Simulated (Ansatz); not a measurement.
`O[Si](F)(F)CCl` + H–F → `O[Si](F)(F)F` + `CCl` at 500 K and 1 bar (ligand exchange at the Si–C bond).

Gas-phase electronic energies from Ansatz, PBE0-D4/def2-TZVP geometries. CBS: MP2 limit from def2 TZ/QZ plus the TZ coupled-cluster correction, frozen cores. This one scheme is used for every species. One conformer a species, not always the lowest.

```tsv
species	CCSD(T)/CBS energy (Eh)	H − E (kJ/mol)	S (J/(mol·K))
`O[Si](F)(F)CCl`	-1063.68473	178.3	430.0
H–F	-100.39570	39.4	188.7
`O[Si](F)(F)F`	-664.50577	98.8	365.1
`CCl`	-499.63220	119.3	258.4
```

H − E and S are ideal-gas, rigid-rotor, harmonic terms from PBE0-D4/def2-TZVP, for one conformer and one mirror image of each species. 1 Eh = 2625.50 kJ/mol, R = 8.31446 J/(mol·K).

**Question.** By hand: ΔE, ΔH, ΔS and ΔG.

**Answer.** ΔE = (-664.50577) + (-499.63220) − (-1063.68473) − (-100.39570) = -0.05754 Eh = -151.1 kJ/mol. Δ(H − E) = 98.8 + 119.3 − 178.3 − 39.4 = 0.4, so ΔH = -150.7 kJ/mol. ΔS = 365.1 + 258.4 − 430.0 − 188.7 = 4.8 J/(mol·K). ΔG = -150.7 − 500 × (4.8)/1000 = -153.1 kJ/mol.

**Question.** By hand: the equilibrium constant, and the temperature at which ΔG would vanish if ΔH and ΔS stayed fixed.

**Answer.** log₁₀ K = −ΔG/(RT ln 10) = 16.0. ΔH and −TΔS have one sign here, so there is no such temperature.

The number of gas molecules stays the same, so ΔS is small and ΔH decides. A doubt of 5 kJ/mol in ΔE shifts log₁₀ K by 0.5 here. Other conformers and mirror images would add mixing entropy, several J/(mol·K) or more a flexible species. These are equilibria of isolated gas molecules and say nothing of rates. Largest T1 diagnostic: 0.011 (customary marks: 0.02 for closed shells, 0.045 for open ones).

ΔS is within the doubt of such terms, so its sign, and with it that verdict, could turn.
